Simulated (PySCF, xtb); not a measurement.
Sn(F)(OMe) (CH3FOSn), SMILES C[O][Sn][F] (connectivity only; charge and spin as stated), neutral, multiplicity 1.

GFN2-xTB (xtb) at its own geometry gives an orbital gap of 4.19 eV and a dipole moment of 4.79 D.

Geometry optimised at B3LYP-D3(BJ)/def2-SVP. The def2 effective core potentials stand for the cores of Sn; spin–orbit coupling is left out. One conformer was computed; it need not be the lowest.

Q: What does CAM-B3LYP/def2-TZVPD (PySCF) give? (Estimate from the structure and the level; the computed values follow.)

A: gap 7.66 eV (levels -9.24 and -1.57 eV), dipole 2.22 D.
